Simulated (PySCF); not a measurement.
# VI2: bond angle scan

VI2 holds V(II), d3, at total charge 0. The structure is a model geometry with rigid ligands and bond lengths from ionic radii, not a minimum; coordination linear, point group D∞h, metal–donor distances 2.61 Å.

```
3

V     0.0000    0.0000    0.0000
I     0.0000    0.0000    2.6100
I     0.0000    0.0000   -2.6100
```

Method (PySCF 2.14, density fitting): CASSCF(3,5) with orbitals averaged over all microstates of the shell, strongly contracted NEVPT2 on the averaged canonical orbitals; basis x2c-TZVPall on the metal, x2c-SVPall elsewhere; spin-free X2C; gas phase; spin-orbit coupling by state interaction with the mean-field operator over all roots.

The ligand–metal–ligand angle is closed from 180°.

| bond angle | group | ground | next state (NEVPT2) / cm⁻¹ | orbital energies above the lowest (CASSCF fit) / cm⁻¹ | D / cm⁻¹ | μeff(300 K) / μB |
| --- | --- | --- | --- | --- | --- | --- |
| 120.0° | C2v | 4B2 | 4B1 1313 | 0 81 2425 2785 4572 | 9.53 | 3.83 |
| 135.0° | C2v | ? | ? | ? | ? | ? |
| 150.0° | C2v | 4B2 | 4B1 1514 | 0 7 3059 3083 3715 | 10.16 | 3.81 |
| 160.0° | C2v | 4B2 | 4B1 1534 | 0 2 3124 3234 3525 | 10.54 | 3.81 |
| 170.0° | C2v | 4B2 | 4B1 1541 | 0 0 3166 3331 3405 | 10.85 | 3.80 |
| 180.0° | D∞h | 4Σg- | 4Πg 1542 | 0 0 3180 3364 3364 | 10.96 | 3.80 |

Problem. Fill in the row at 135.0°.

Solution. ground: 4B2; next state (NEVPT2) / cm⁻¹: 4B1 1440; orbital energies above the lowest (CASSCF fit) / cm⁻¹: 0 30 2778 2929 4100; D / cm⁻¹: 9.69; μeff(300 K) / μB: 3.82.

NEVPT2 lifts 4Φg from 2201 to 2735 cm⁻¹; on the d shell alone such lifts tend to overshoot.
